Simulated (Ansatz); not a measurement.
Compare A (`CO[SiH](F)[SiH3]`) with its isomer B (`OC(F)([SiH3])[SiH3]`).

Isolated molecules relaxed with PBE0-D4/def2-TZVP in Ansatz; ΔE leaves out vibrations. CCSD(T)/CBS is the MP2 limit (def2-TZVPP, def2-QZVPP) plus CCSD(T) − MP2 in def2-TZVPP, frozen cores. Functionals use def2-TZVPP. B3LYP here is the variant with VWN-RPA as its local correlation; programs differ in this. One conformer a species, not always the lowest.

A:

```xyz
12

C    -0.1571    0.7554    2.1540
O     0.3013    0.1608    0.9569
Si   -0.4345    0.2842   -0.4908
F    -0.3033    1.7783   -1.0611
Si    0.6552   -1.1978   -1.9337
H    -1.2502    0.7208    2.2271
H     0.2668    0.2043    2.9947
H     0.1677    1.7977    2.2144
H    -1.8983    0.0626   -0.3259
H     0.4674   -2.5899   -1.4451
H     0.0775   -1.0892   -3.2999
H     2.1075   -0.8872   -1.9907
```

B:

```xyz
12

O     0.747   -0.715    1.406
C     0.456    0.108    0.327
F     1.498    1.054    0.175
Si    0.379   -0.861   -1.322
Si   -1.123    1.093    0.776
H     1.470   -1.311    1.178
H    -0.834   -1.717   -1.329
H     0.361    0.063   -2.482
H     1.594   -1.723   -1.355
H    -0.881    1.847    2.030
H    -1.418    2.021   -0.344
H    -2.251    0.141    0.941
```

(1) Which is lower in electronic energy at CCSD(T)/CBS, and by how much? (Best estimate.)

(2) Give E(B) − E(A) in kJ/mol with HF/def2-TZVPP, PBE-D4, CCSD(T)/def2-SVP, BLYP-D4, r2SCAN-D4, B3LYP, LDA (SPW92). (An estimate is asked.)

(3) Does the order hold for the free energy at 298.15 K (harmonic terms from PBE0-D4)? (Estimate.)

Largest T1 diagnostic: 0.013.

Results:

(1) The calculation gave: A, by 335.0 kJ/mol.

(2) The calculation gave: HF/def2-TZVPP 357.7, PBE-D4 308.1, CCSD(T)/def2-SVP 295.8, BLYP-D4 314.5, r2SCAN-D4 325.8, B3LYP 331.5, LDA (SPW92) 302.3. None reverses the order clearly.

(3) Ansatz gave: Yes: G(B) − G(A) = +322.9 kJ/mol, for one conformer each.

The D4 term adds −4.8 kJ/mol with B3LYP and −2.4 kJ/mol with PBE0; it sums over pairs of atoms, weighted by their polarisabilities, and B3LYP, whose exchange is more repulsive, gets the larger term. From BLYP to BHLYP (50 % exact exchange), in def2-TZVPP and without D4, E(B) − E(A) moves by +23.9 kJ/mol.
